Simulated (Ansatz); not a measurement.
| atom | x (Å) | y (Å) | z (Å) |
| --- | --- | --- | --- |
| O | -0.0130 | -0.0123 | -1.2060 |
| C | -0.0472 | 0.0129 | -0.0104 |
| O | 0.0186 | 0.0373 | 1.1318 |

Basis set: STO-3G (spherical functions). Frozen core: 3 orbitals. Charge 0, multiplicity 1.

Computed with Ansatz (development build ahead of 0.2.0); each method stands on the lowest determinant of its kind that the runs found. Restricted open shells among the atoms or ions are ROHF, correlated in semicanonical orbitals with singles.

The atomization energy at this shape (free ground-state atoms in the same class of orbitals less the molecule, no zero-point energy) of singlet CO₂:

```
method  atomization energy
   RHF     161.13 kcal/mol
```

Task: What does RHF-MP2 give?

Result: 281.61 kcal/mol.

This basis has no polarisation functions and is too small for such energies, which can lie far from measured ones in either direction.
